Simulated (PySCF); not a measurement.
## Vertical excitation energies

Species: 5-methyl-5-hexen-2-one, C7H12O.
SMILES: `C=C(C)CCC(C)=O`

Theory: PySCF 2.14.0, density-fitted response routines, TDDFT wB97X-D/def2-SVPD, vertical, gas phase, core orbitals frozen in the response. Geometry: PBE0-D3(BJ)/def2-SVP, one conformer, isolated molecule. Torsions of this conformer, `[CH2:1]=[C:2]([CH3:3])[CH2:4][CH2:5][C:6]([CH3:7])=[O:8]`: C1–C2–C4–C5 115°, C2–C4–C5–C6 179°, C4–C5–C6–C7 174°.

| state | λ (nm) | E (eV) | f | main configurations (H = HOMO, L = LUMO) |
| --- | --- | --- | --- | --- |
| S1 | 273.2 | 4.54 | 0.0001 | H-1→L (67%), H→L (29%) |
| S2 | 175.5 | 7.06 | 0.063 | H→L (58%), H-1→L (23%), H→L+2 (9%) |
| S3 | 174.8 | 7.09 | 0.089 | H→L+1 (66%), H→L+3 (12%) |
| S4 | 171.8 | 7.22 | 0.348 | H→L+2 (76%) |
| S5 | 169.8 | 7.30 | 0.020 | H-1→L+1 (55%), H→L+3 (23%) |
| S6 | 154.2 | 8.04 | 0.017 | H-1→L+2 (37%), H-2→L+2 (15%), H→L+4 (15%) |

The lowest singlet comes at 273 nm (438 kJ/mol) in the ultraviolet; it is dark (f under 0.0005); its leading configuration is HOMO-1→LUMO (67%). The most intense listed level is S4 at 7.22 eV (172 nm, f = 0.348), 2.68 eV above S1. Löwdin shares by element: HOMO carbon 60% or more, oxygen 14% (atoms not listed hold the other 26%); LUMO carbon 51% or more, oxygen 33% (atoms not listed hold the other 16%). The oscillator strengths of these states sum to 0.537; summed over the whole spectrum of an exact calculation they would give the number of electrons, 62 (Thomas–Reiche–Kuhn). Orbital energies (eV): HOMO-3 -11.57, HOMO-2 -11.44, HOMO-1 -9.38, HOMO -8.92, LUMO 1.37, LUMO+1 2.09, LUMO+2 2.16. Weighted by f, the mean energy of these states is 7.21 eV. No computed singlet lies in the visible range (380 to 750 nm); the lowest, at 273 nm, stands 1.28 eV above its violet end (3.26 eV). The window holds the lowest 6 singlets.

On one thread of an Intel Xeon Platinum 8488C, no GPU (shared host), this took 63 s and 1.2 GiB of memory at its peak.
